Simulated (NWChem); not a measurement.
Correlation energy of Cl$_{2}$Si

```
Si
Cl 1 2.1112
Cl 1 2.1112 2 101.95
```
Charge 0, spin multiplicity 1.

The numbers come from NWChem runs, not from measurements. Structure: optimised with PBE/def2-SVP, a minimum by its harmonic frequencies.

Basis set: 6-31G*. Each correlation energy counts from its own Hartree-Fock reference.

The correlated methods keep 15 core orbitals frozen. The Pople sets run with spherical d functions. The structure started from a generated list of species. Coupled-cluster values serve here as a point of comparison, not as the truth.

| method | correlation energy (mHa) |
|---|---|
| MP2 | -322.5 |
| CR-CCSD(T) | ___ |
| CCSD(T) | -368.9 |
| CCSD+T(CCSD) | ___ |
| CCSD | ___ |
| SCS-MP2 | -315.0 |
| CR-CCSD[T] | ___ |

Question: Complete the blanks.

Answer: 
- CR-CCSD(T), correlation energy (mHa): -366.6
- CCSD+T(CCSD), correlation energy (mHa): -369.4
- CCSD, correlation energy (mHa): -358.2
- CR-CCSD[T], correlation energy (mHa): -367.0
